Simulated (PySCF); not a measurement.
**MF₂ across the alkaline earths**

Level: PBE, basis family def2-TZVP, no relativity.

Each entry is the lowest minimum that a search over a few typed start shapes (and spin states, where more than one is plausible) found, or that minimum re-optimised at the stated level; isomers with ligand–ligand bonds, or fragments after loss of a ligand pair, can lie lower. Open shells are unrestricted; no spin–orbit coupling; PySCF with density fitting.

```csv
molecule,2S+1,point group,mean bond to the central atom (Å),atomisation (kJ/mol),dipole (D),lowest ω (cm⁻¹),highest ω (cm⁻¹)
BeF₂,?,?,?,?,?,?,?
MgF₂,1,D∞h,1.764,1031,0.00,151,848
CaF₂,1,C2v,1.999,1161,4.66,88,584
```

(1) Fill in the row of BeF₂.

## Answers

(1) 2S+1: 1; point group: D∞h; mean bond to the central atom (Å): 1.391; atomisation (kJ/mol): 1296; dipole (D): 0.00; lowest ω (cm⁻¹): 337; highest ω (cm⁻¹): 1523.

The bond lengthens at every step; the largest change, 0.373 Å, falls between BeF₂ and MgF₂ among the members listed.

The shape changes along the series: D∞h for BeF₂ and MgF₂; C2v for CaF₂.

Left out of the table are members whose search was unfinished or whose lowest solution was spin-contaminated, unstable, very soft or bonded differently.
